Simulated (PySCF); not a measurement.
# One change to the structure, seen by NMR

Starting compound: SMILES COC1=CO[SiH2][SiH2]1, C3H8O2Si2.

1H NMR (400 MHz, computed): δ 6.39 (s, 1H), 5.29 (m, 2H), 4.43 (m, 2H), 3.64 (s, 3H). 13C{1H} NMR (computed): δ 152.2 (C), 141.8 (CH), 57.9 (CH3).

[PySCF: shielding tensors at PBE0/pcSseg-1 (GIAO); geometry: GFN2-xTB; one conformer; gas phase; non-relativistic; one averaged value for each set of equivalent atoms]

Referencing at the same level of theory: TMS for 1H (σ = 31.72 ppm) and 13C (σ = 186.93 ppm). Where no couplings were computed, multiplicities follow the n + 1 count of equivalent neighbours, and m marks all less simple cases (inequivalent or close neighbours, rings, F or P nearby). Shifts are as computed. Against solution values, carbons near 30 ppm lie about +3 ppm off and those near 130 ppm about +5 ppm. Of 1309 compounds with measured shifts, 239 miss one by over three times the rms of a fit or turn the order of signals round; such compounds aren't used in these exercises.

Q: What are the spectra after this edit: H on Si replaced by ethynyl, giving `C#C[Si@@H]1[SiH2]OC=C1OC`?

A: 1H NMR (400 MHz, computed): δ 6.38 (s, 1H), 5.28 (m, 1H), 5.17 (m, 1H), 5.04 (m, 1H), 3.62 (s, 3H), 2.05 (d, 1H). 13C{1H} NMR (computed): δ 154.8 (C), 142.0 (CH), 105.6 (CH), 85.1 (C), 57.8 (CH3).

Q: What are the spectra after this edit: H on C replaced by C2H5, giving `CCC1=C(OC)[SiH2][SiH2]O1`?

A: 1H NMR (400 MHz, computed): δ 5.33 (m, 2H), 4.67 (m, 2H), 3.93 (s, 3H), 2.36 (q, 2H), 1.08 (t, 3H). 13C{1H} NMR (computed): δ 168.2 (C), 140.5 (C), 62.3 (CH3), 28.0 (CH2), 15.0 (CH3).
